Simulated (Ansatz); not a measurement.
Cost and result for the atomization energy of `s1p2sp3p1p3s2` (7 atoms, 9 bonds).

Z-matrix (Å, degrees):
```
P
S 1 2.099
S 1 2.099 2 99.6
S 1 2.099 2 99.6 3 101.5
P 2 2.090 1 102.5 3 -50.7
P 3 2.090 1 102.5 2 50.7
P 4 2.090 1 102.5 2 -50.7
```

Total charge 0; spin multiplicity 1. The structure was optimised at the PBE0-D4/def2-TZVP level. Program: Ansatz. All runs use 2 threads of an AMD EPYC 7R13 on a shared host and a share of an NVIDIA H100 80 GB. Times are those of one run each, without the atoms' runs, and a repeat can differ threefold. Electronic energies, without spin–orbit coupling; frozen cores. CCSD(T)/CBS adds CCSD(T) − MP2 in def2-TZVPP to the MP2 limit, and its time is that of the two runs behind it. T1 = 0.022. HSE06 is the plane-wave form, built on full-range PBE exchange.

CCSD(T)/CBS is a level of theory with its own doubt, some kJ/mol a heavy atom from the limit and from the frozen cores, so smaller differences don't rank the functionals.

```
                             level  functions  wall time
                  CCSD(T)/def2-SVP        126      2.8 s
                ωB97X-V/def2-TZVPP        294      3.2 s
                 B2PLYP/def2-TZVPP        294      3.2 s
               PBE-QIDH/def2-TZVPP        294      3.5 s
               HSE06-D4/def2-TZVPP        294      3.6 s
  ωB97M-V/def2-TZVPP (with forces)        294      3.9 s
           CAM-B3LYP-D4/def2-TZVPP        294      4.1 s
                 B97M-V/def2-TZVPP        294      4.2 s
                    MP2/def2-QZVPP        490      4.2 s
r2SCAN-D4/def2-TZVPP (with forces)        294      4.2 s
             r2SCANh-D4/def2-TZVPP        294      4.3 s
                CCSD(T)/def2-TZVPP        294      4.6 s
                 CCSD(T)/CBS(def2)          –      8.8 s
```

Q: What atomization energy does each give, and how far from CCSD(T)/CBS? (An estimate is asked.)

A: Computed: 
```tsv
level	atomization (kJ/mol)	difference from CCSD(T)/CBS	per bond
CCSD(T)/def2-SVP	1688.8	-508.3	-56.5
ωB97X-V/def2-TZVPP	2268.3	71.2	7.9
B2PLYP/def2-TZVPP	2124.5	-72.6	-8.1
PBE-QIDH/def2-TZVPP	2194.3	-2.8	-0.3
HSE06-D4/def2-TZVPP	2290.6	93.5	10.4
ωB97M-V/def2-TZVPP (with forces)	2263.0	65.9	7.3
CAM-B3LYP-D4/def2-TZVPP	2140.2	-56.9	-6.3
B97M-V/def2-TZVPP	2329.4	132.3	14.7
MP2/def2-QZVPP	2253.4	56.3	6.2
r2SCAN-D4/def2-TZVPP (with forces)	2257.1	60.0	6.7
r2SCANh-D4/def2-TZVPP	2217.7	20.6	2.3
CCSD(T)/def2-TZVPP	2010.4	-186.7	-20.8
CCSD(T)/CBS(def2)	2197.1	0.0	0.0
```

At CCSD(T), def2-SVP lies −508.4 kJ/mol from the extrapolated value and def2-TZVPP −186.8 kJ/mol: correlation converges slowly with the basis, and small sets miss more of it in the bonded molecule than in its fragments. From PBE to PBE0 (25 % exact exchange), in def2-TZVPP and without D4, the atomization energy moves by −112.7 kJ/mol: exact exchange takes away binding that semilocal exchange gives to molecules. In def2-TZVPP, CCSD(T) changes the Hartree–Fock value by +992.9 kJ/mol (the triples alone add +136.9 kJ/mol) and MP2 by +1126.5 kJ/mol; breaking electron pairs costs correlation energy, which Hartree–Fock lacks.
